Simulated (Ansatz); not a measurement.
Ansatz (a first-principles code) input (CCSD(T)/def2-SVPD):

Ansatz 0.2 input:
```yaml
crystal:
  periodic: [false, false, false]
  atoms:
    - {symbol: Co, position_ang: [0.00000000, 0.00000000, 0.00000000]}
    - {symbol: Cl, position_ang: [-0.00000000, -0.00000000, -2.09855469]}
    - {symbol: Cl, position_ang: [0.00000000, 0.00000000, 2.09855469]}
basis:
  gaussian:
    orbitals: def2-SVPD
magnetization: {spin_polarized: true, initial_magnetization: 3}
correlation: {method: ccsd_t, electrons: outside_noble_gas}
```

End of the output:

```
determinant -62588.37744228 eV, -2300.0804470780 hartree, with singles and doubles -62601.39538033 eV, -2300.5588474773 hartree
determinant -62588.07315946 eV, -2300.0692648906 hartree, with singles and doubles -62601.12712451 eV, -2300.5489892577 hartree
determinant -62587.61758836 eV, -2300.0525229612 hartree, with singles and doubles -62600.57027794 eV, -2300.5285255237 hartree
determinant -62587.19208164 eV, -2300.0368858780 hartree, with singles and doubles -62600.47138046 eV, -2300.5248911084 hartree
determinant -62588.40231037 eV, -2300.0813609631 hartree, with singles and doubles -62601.29705856 eV, -2300.5552342187 hartree
determinant -62588.38469719 eV, -2300.0807136908 hartree, with singles and doubles -62601.29617072 eV, -2300.5552015916 hartree
determinant -62588.37744228 eV, -2300.0804470780 hartree, with singles and doubles -62601.40397774 eV, -2300.5591634261 hartree
determinant -62588.07315946 eV, -2300.0692648906 hartree, with singles and doubles -62601.16162047 eV, -2300.5502569610 hartree
19 core orbitals not correlated
reference -62588.37744228 eV, -2300.0804470780 hartree; 13, 10 occupied and 56, 59 virtual orbitals, 844 factors
second order -12.22204462 eV of doubles, -0.00000000 eV of singles
coupled cluster: 0.37 GiB planned
cycle   1  -13.02653748 eV  change   -2.0e-6 eV  update   3.6e-6
perturbative correction -0.38722696 eV, -0.0142303283 hartree
Total energy: -62601.79120672 eV, -2300.5733938289 hartree
```

The spin state was set by rule; other spins were not relaxed.
